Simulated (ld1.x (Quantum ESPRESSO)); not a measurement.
# titanium, PAW: configuration errors across variants

ld1.x (Quantum ESPRESSO) 7.5 input, shortened:

```
&input
   title='Ti', zed=22., rel=1, dft='PBE', iswitch=3,
   config='[Ar] 3d2 4s1.75 4p0.25'
 /
 &inputp
   pseudotype=3, lpaw=.true., tm=.true., lloc=-1, rcloc=2.25,
   nlcc=.true., new_core_ps=.true., rcore=2.50,
   which_augfun='BESSEL', rmatch_augfun=1.85
 /
6
4S  1  0   1.75   0.00  2.75  3.35  0.0
4S  1  0   0.00   1.80  2.75  3.35  0.0
4P  2  1   0.25   0.00  3.45  3.65  0.0
4P  2  1   0.00   0.30  3.45  3.65  0.0
3D  3  2   2.00   0.00  2.45  2.70  0.0
3D  3  2   0.00   0.15  2.45  2.70  0.0
 &test
   configts(1)='3d2 4s1.75 4p0.25'
 /
```

All-electron excitation energies from the reference (eV): (1) 3d2 4s2 4p0 -0.755; (2) 3d2 4s1 4p0 6.592; (3) 3d2 4s0 4p0 20.164; (4) 3d2 4s1 4p1 2.321; (5) 3d2.5 4s1.5 4p0 -0.402; (6) 3d1 4s2 4p0 8.990; (7) 3d2 4s0 4p1 10.368.

Tests that are not counted but printed errors over 1 eV. “all radii but the core radius scaled by about 1.27 (s 4.26, p 4.64, d 3.42 bohr, rcut 3.48/4.38/3.10); local potential all-electron potential smoothed inside 2.86 bohr (lloc = -1); augmentation BESSEL, radius 2.34 bohr”: 3d2 4s0 4p0 (solver errors, printed error -34.2 eV).

1 further variants failed, have other tests or another functional or relativity, and are left out.

Errors AE − PS in meV (a dash: test not solved or not reliable):

| change | (1) | (2) | (3) | (4) | (5) | (6) | (7) | bound ghosts |
| --- | --- | --- | --- | --- | --- | --- | --- | --- |
| base | 0.0 | -1.3 | -12 | -0.5 | -33 | -257 | -4.2 | none |
| core correction Bessel-smoothed model core inside 1.18 bohr | +0.1 | -0.4 | -12 | -0.4 | -30 | -192 | -4.4 | none |
| augmentation PSQ, radius 2.75 bohr | 0.0 | -0.8 | -13 | -0.5 | -32 | -253 | -4.2 | none |
| all radii but the core radius scaled by about 1.27 (s 4.26, p 4.64, d 3.42 bohr, rcut 3.48/4.38/3.10); local potential all-electron potential smoothed inside 2.86 bohr (lloc = -1); augmentation BESSEL, radius 2.34 bohr | +0.1 | +0.6 | – | -0.4 | – | – | – | none |
| waves 3d (bound): rcut 2.45, rcutus 2.94 bohr; 3d channel at 0.15 Ry: rcut 2.45, rcutus 2.94 bohr | 0.0 | -1.3 | -12 | -0.5 | – | – | – | none |

(1) Give the same row for: waves 4s (bound): rcut 2.75, rcutus 3.58 bohr; 4s channel at 1.8 Ry: rcut 2.75, rcutus 3.58 bohr.

Results:

(1) 0.0, -0.2, -11, -0.4, -33, -277, -3.4; bound ghosts: none.
